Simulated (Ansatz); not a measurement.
hydrogen fluoride, charge +1, doublet, at a GFN2-xTB geometry (a state made from the parent by changing its charge; the spin is typed, not shown lowest); Ansatz (a first-principles code) with HF/pc-1.

Here is a job for Ansatz.
Ansatz 0.2 input:
```yaml
crystal:
  periodic: [false, false, false]
  atoms:
    - {symbol: F, position_ang: [-0.00000000, -0.00000000, -0.10443316]}
    - {symbol: H, position_ang: [0.00000000, 0.00000000, 0.93989843]}
basis:
  gaussian:
    orbitals: pc-1.json
hamiltonian:
  xc: hf
total_charge: 1
magnetization: {spin_polarized: true, initial_magnetization: 1}
```
The basis file holds pc-1 in the JSON format of the Basis Set Exchange.

Problem. Write the output that Ansatz gives for this input, abridged.

Solution. 
```
Functional definition: HF
181 factors; integrals over basis functions are off by at most 1.3e-3 eV
mean field evaluation 1: about -2704.7823 eV, gradient 2.2e1 eV
mean field evaluation 2: about -2704.7839 eV, gradient 2.2e1 eV
mean field evaluation 4: about -2706.4199 eV, gradient 9.5e-1 eV
mean field evaluation 8: about -2706.4254 eV, gradient 4.6e-4 eV
mean field -2706.42538268 eV, -99.4592983323 hartree, gradient 1.7e-5 eV, S^2 0.754754; 0 other end points of the search recorded, 0 dependent functions left out
reference -2706.42538268 eV, -99.4592983323 hartree; 5, 4 occupied and 14, 15 virtual orbitals, 181 factors
Total energy: -2706.42538268 eV, -99.4592983323 hartree
```
